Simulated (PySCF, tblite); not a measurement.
C6H5F3.
Atom-mapped SMILES: `[CH2:1]=[CH:2][C:3](=[CH2:4])[C:5]([F:6])=[C:7]([F:8])[F:9]` (hydrogens: H10, H11 on C1; H12 on C2; H13, H14 on C4)

Computed with GFN2-xTB (tblite), gas phase: nudged elastic band of 9 images (0 to 8), spring 0.2 eV/Å², climbing image at the end, force threshold 0.05 eV/Å. The top image wasn't refined or checked by frequencies; at this threshold it can lie a kcal/mol or more above the true saddle point of the method.

Path: rotation about C3–C5 (fully substituted alkene carbon, vinylic C–F carbon), followed by the dihedral C2–C3–C5–F6.

Image 0 (start, dihedral 148°):
```
atom  x, y, z in Å
C1     -1.175   -1.603   -0.217
C2     -1.282   -0.282   -0.209
C3     -0.190    0.662   -0.448
C4     -0.414    1.868   -0.982
C5      1.187    0.273   -0.128
F6      2.149    0.802   -0.914
C7      1.598   -0.486    0.888
F8      2.866   -0.780    1.147
F9      0.804   -1.034    1.798
H10    -0.238   -2.109   -0.378
H11    -2.034   -2.233   -0.071
H12    -2.252    0.180   -0.086
H13     0.388    2.556   -1.187
H14    -1.408    2.187   -1.238
```

Image 8 (end, +0.003 eV, dihedral -41°):
```
atom  x, y, z in Å
C1     -1.757   -1.153    0.677
C2     -1.516   -0.147   -0.154
C3     -0.207    0.427   -0.447
C4     -0.024    1.254   -1.482
C5      0.918    0.085    0.437
F6      0.670    0.041    1.762
C7      2.164   -0.174    0.044
F8      3.177   -0.468    0.847
F9      2.557   -0.196   -1.224
H10    -0.985   -1.648    1.241
H11    -2.757   -1.522    0.825
H12    -2.330    0.303   -0.707
H13     0.929    1.698   -1.707
H14    -0.840    1.500   -2.140
```

Q: What do the inner images look like?

A: 
Image 1: +0.049 eV, dihedral 171°
```
atom  x, y, z in Å
C1     -1.272   -1.575   -0.173
C2     -1.289   -0.251   -0.148
C3     -0.172    0.655   -0.438
C4     -0.398    1.791   -1.111
C5      1.192    0.360   -0.007
F6      2.138    1.191   -0.507
C7      1.663   -0.552    0.847
F8      2.950   -0.657    1.158
F9      0.964   -1.459    1.510
H10    -0.388   -2.150   -0.385
H11    -2.169   -2.139    0.014
H12    -2.227    0.262    0.020
H13     0.393    2.475   -1.364
H14    -1.388    2.047   -1.443
```

Image 2: +0.144 eV, dihedral -167°
```
atom  x, y, z in Å
C1     -1.373   -1.553   -0.079
C2     -1.315   -0.233   -0.147
C3     -0.165    0.634   -0.440
C4     -0.363    1.726   -1.193
C5      1.177    0.415    0.099
F6      2.010    1.474   -0.069
C7      1.755   -0.595    0.754
F8      3.014   -0.540    1.175
F9      1.234   -1.767    1.073
H10    -0.525   -2.199   -0.209
H11    -2.312   -2.044    0.108
H12    -2.237    0.329   -0.058
H13     0.434    2.402   -1.448
H14    -1.336    1.951   -1.593
```

Image 3 (top): +0.185 eV, dihedral -150°
```
atom  x, y, z in Å
C1     -1.427   -1.522    0.075
C2     -1.344   -0.229   -0.199
C3     -0.173    0.617   -0.452
C4     -0.324    1.699   -1.230
C5      1.143    0.430    0.172
F6      1.828    1.594    0.317
C7      1.823   -0.627    0.621
F8      3.027   -0.517    1.170
F9      1.475   -1.902    0.576
H10    -0.586   -2.182    0.156
H11    -2.392   -1.982    0.208
H12    -2.268    0.328   -0.305
H13     0.490    2.366   -1.452
H14    -1.272    1.925   -1.685
```

Image 4: +0.113 eV, dihedral -134°
```
atom  x, y, z in Å
C1     -1.411   -1.452    0.271
C2     -1.351   -0.241   -0.267
C3     -0.189    0.620   -0.472
C4     -0.282    1.690   -1.270
C5      1.082    0.432    0.250
F6      1.599    1.585    0.741
C7      1.829   -0.650    0.456
F8      2.973   -0.640    1.130
F9      1.579   -1.871    0.005
H10    -0.559   -1.996    0.627
H11    -2.356   -1.962    0.350
H12    -2.268    0.215   -0.619
H13     0.549    2.353   -1.435
H14    -1.194    1.916   -1.794
```

Image 5: +0.076 eV, dihedral -111°
```
atom  x, y, z in Å
C1     -1.396   -1.369    0.409
C2     -1.372   -0.221   -0.256
C3     -0.205    0.627   -0.472
C4     -0.209    1.625   -1.358
C5      1.001    0.422    0.365
F6      1.268    1.415    1.241
C7      1.835   -0.608    0.315
F8      2.914   -0.772    1.068
F9      1.696   -1.624   -0.530
H10    -0.520   -1.805    0.857
H11    -2.308   -1.930    0.513
H12    -2.280    0.162   -0.702
H13     0.653    2.248   -1.516
H14    -1.076    1.829   -1.962
```

Image 6: +0.085 eV, dihedral -85°
```
atom  x, y, z in Å
C1     -1.488   -1.302    0.495
C2     -1.435   -0.172   -0.199
C3     -0.218    0.589   -0.458
C4     -0.129    1.498   -1.428
C5      0.940    0.351    0.440
F6      0.943    1.058    1.589
C7      1.940   -0.487    0.203
F8      2.982   -0.710    0.991
F9      2.012   -1.233   -0.894
H10    -0.612   -1.754    0.930
H11    -2.415   -1.829    0.637
H12    -2.330    0.238   -0.645
H13     0.776    2.049   -1.614
H14    -0.966    1.704   -2.073
```

Image 7: +0.040 eV, dihedral -60°
```
atom  x, y, z in Å
C1     -1.603   -1.233    0.575
C2     -1.492   -0.130   -0.153
C3     -0.223    0.528   -0.449
C4     -0.062    1.363   -1.476
C5      0.901    0.236    0.466
F6      0.716    0.572    1.759
C7      2.049   -0.332    0.117
F8      3.068   -0.596    0.924
F9      2.314   -0.734   -1.120
H10    -0.748   -1.721    1.013
H11    -2.557   -1.699    0.749
H12    -2.363    0.324   -0.604
H13     0.879    1.837   -1.687
H14    -0.879    1.583   -2.141
```

The largest changes of bonds and angles from start to top: C5–F6 1.351 → 1.359 Å, C1–H10 1.077 → 1.072 Å, C2–C3 1.462 → 1.467 Å, C3=C4 1.338 → 1.341 Å, C3–C5–C7 127.4 → 134.5°, C2–C3–C5 119.6 → 124.7°, C1–C2–C3 125.6 → 130.4°. GFN2-xTB torsional profiles can miss by a kcal/mol or more and can put conformers in the wrong order. The energy has 2 maxima along the band (images 3 and 6).

Other torsions move too; by image: C1–C2–C3–C4 (151, 141, 142, 152, 167, 167, 162, 159, 167°).

Q: What do single points at PBE0/pcSseg-1 (PySCF, no dispersion term) give on some images?

A: 
```
image  GFN2-xTB E (eV)  DFT E (eV)  HOMO (eV)  LUMO (eV)  dipole (D)
    0            0.000       0.000      -6.86      -1.42        1.81
    1            0.049       0.029      -6.83      -1.40        1.85
    3            0.185       0.161      -6.92      -1.47        1.93
    5            0.076       0.061      -7.21      -1.44        1.99
    8            0.003      -0.039      -6.95      -1.41        1.77
```

Energies count from image 0 at each level. At the GFN2-xTB top the DFT energy is 3.7 kcal/mol against 4.3; the geometries weren't optimised at the DFT level.

What follows is the cost of the whole band run. On an Arm Neoverse N1 with one thread, shared host with 64 logical CPUs at a one-minute load of 61, this took 10 s of wall time and 0.18 GiB of memory at its peak.
